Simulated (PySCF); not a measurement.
Choosing a molecule for a target property.

Species are written as SMILES; each is one conformer at its optimised geometry, gas phase, non-relativistic unless stated. Electronic properties by PySCF.

The conformers computed, where there is a choice (atom-mapped SMILES and torsion angles):
- `[CH3:1][C:2](=[O:3])[C:4](=[O:5])[SiH2:6][N:7]([SiH3:8])[SiH3:9]`: C1–C2–C4–O5 -14°, C2–C4–Si6–N7 -177°, C4–Si6–N7–Si8 -93°
- `[CH3:1][C:2](=[O:3])[C@@:4]1([CH3:5])[CH2:6][CH2:7][C:8]1=[S:9]`: C1–C2–C4–C5 50°
- `[CH:1]#[C:2][C@@H:3]([CH2:4][O:5][CH3:6])[C:7](=[O:8])[C:9]([F:10])([F:11])[F:12]`: C2–C3–C4–O5 -170°, C3–C4–O5–C6 -177°, C2–C3–C7–O8 -25°, C3–C7–C9–F10 -22°
- `[F:1][SiH2:2][Si:3]([SiH3:4])([SiH3:5])[NH:6][SiH3:7]`: F1–Si2–Si3–Si4 -64°, Si2–Si3–N6–Si7 -55°

Question: Wanted: smallest rotational constant below 0.58 GHz (GFN2-xTB) and HOMO–LUMO gap above 5 eV (PBE0/pcSseg-1), at GFN2-xTB geometries. Which candidate meets both?
A. `C#C[C@@H](COC)C(=O)C(F)(F)F`
B. `F[SiH2][Si]([SiH3])([SiH3])N[SiH3]`
C. `CC(=O)[C@@]1(C)CCC1=S`
D. `N([SiH3])([SiH3])[SiH2]C(=O)C(C)=O`
E. `ClC(C)=O`

Answer: A. Computed values:
| species | smallest rotational constant | HOMO–LUMO gap |
| --- | --- | --- |
| N([SiH3])([SiH3])[SiH2]C(=O)C(C)=O | 0.492 GHz | 4.00 eV |
| C#C[C@@H](COC)C(=O)C(F)(F)F | 0.559 GHz | 6.22 eV |
| F[SiH2][Si]([SiH3])([SiH3])N[SiH3] | 0.610 GHz | 5.59 eV |
| CC(=O)[C@@]1(C)CCC1=S | 1.041 GHz | 4.26 eV |
| ClC(C)=O | 3.466 GHz | 7.59 eV |
